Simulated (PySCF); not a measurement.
**Spinor energies of Zr³⁺ (zirconium, charge +3)**

Start: [Kr] 4d1; 4d5/2 filled at m_j = +5/2. Calculated with PySCF 2.14 in x2c-QZVPPall-2c (13s12p9d3f2g, 133 functions): generalised Hartree-Fock with the X2C-1e Hamiltonian and a Gaussian nucleus; one run each with spin-orbit coupling (SO) screened by Boettger's factors, then bare. This is a chosen level, not necessarily the ground level.

```json
{"spinor shell": "1s1/2", "electrons": "2", "ε, screened SO (eV)": "-18125.3", "ε, bare SO (eV)": "-18125.2", "weight of nominal j (bare SO)": "1.000", "rms radius, bare SO (bohr)": "0.0426"}
{"spinor shell": "2s1/2", "electrons": "2", "ε, screened SO (eV)": "-2607.4", "ε, bare SO (eV)": "-2607.4", "weight of nominal j (bare SO)": "1.000", "rms radius, bare SO (bohr)": "0.176"}
{"spinor shell": "2p1/2", "electrons": "2", "ε, screened SO (eV)": "-2381.3", "ε, bare SO (eV)": "-2384.6", "weight of nominal j (bare SO)": "1.000", "rms radius, bare SO (bohr)": "0.154"}
{"spinor shell": "2p3/2", "electrons": "4", "ε, screened SO (eV)": "-2294.2", "ε, bare SO (eV)": "-2292.8", "weight of nominal j (bare SO)": "1.000", "rms radius, bare SO (bohr)": "0.158"}
{"spinor shell": "3s1/2", "electrons": "2", "ε, screened SO (eV)": "-481.77", "ε, bare SO (eV)": "-481.77", "weight of nominal j (bare SO)": "1.000", "rms radius, bare SO (bohr)": "0.487"}
{"spinor shell": "3p1/2", "electrons": "2", "ε, screened SO (eV)": "-395.92", "ε, bare SO (eV)": "-396.47", "weight of nominal j (bare SO)": "1.000", "rms radius, bare SO (bohr)": "0.488"}
{"spinor shell": "3p3/2", "electrons": "4", "ε, screened SO (eV)": "-381.45", "ε, bare SO (eV)": "-381.22", "weight of nominal j (bare SO)": "1.000", "rms radius, bare SO (bohr)": "0.499"}
{"spinor shell": "3d3/2", "electrons": "4", "ε, screened SO (eV)": "-230.33", "ε, bare SO (eV)": "-230.86", "weight of nominal j (bare SO)": "0.999", "rms radius, bare SO (bohr)": "0.493"}
{"spinor shell": "3d5/2", "electrons": "6", "ε, screened SO (eV)": "-227.87", "ε, bare SO (eV)": "-227.53", "weight of nominal j (bare SO)": "0.999", "rms radius, bare SO (bohr)": "0.497"}
{"spinor shell": "4s1/2", "electrons": "2", "ε, screened SO (eV)": "-95.047", "ε, bare SO (eV)": "-95.053", "weight of nominal j (bare SO)": "1.000", "rms radius, bare SO (bohr)": "1.29"}
{"spinor shell": "4p3/2", "electrons": "4", "ε, screened SO (eV)": "-66.724", "ε, bare SO (eV)": "-66.700", "weight of nominal j (bare SO)": "0.968", "rms radius, bare SO (bohr)": "1.45"}
{"spinor shell": "4p1/2", "electrons": "2", "ε, screened SO (eV)": "-68.256", "ε, bare SO (eV)": "-68.328", "weight of nominal j (bare SO)": "0.937", "rms radius, bare SO (bohr)": "1.42"}
{"spinor shell": "4d5/2", "electrons": "1", "ε, screened SO (eV)": "-33.738", "ε, bare SO (eV)": "-33.713", "weight of nominal j (bare SO)": "1.000", "rms radius, bare SO (bohr)": "1.99"}
```

| quantity | screened SO | bare SO |
| --- | --- | --- |
| E (hartree) | -3594.92859 | -3594.96792 |
| M_J | 5/2 | 5/2 |
| ⟨J²⟩ | 8.756 | 8.756 |
| ⟨L²⟩ | 6.012 | 6.013 |
| ⟨S²⟩ | 0.758 | 0.759 |

Each row is a mean over spinors that exchange with the open shell spreads, by up to 3.728 eV (4p3/2).

Breit and QED terms are absent; they matter most for the inner s and p1/2 levels.

Densities and radii are taken from the X2C orbitals without a picture-change correction, which distorts them close to the nucleus.
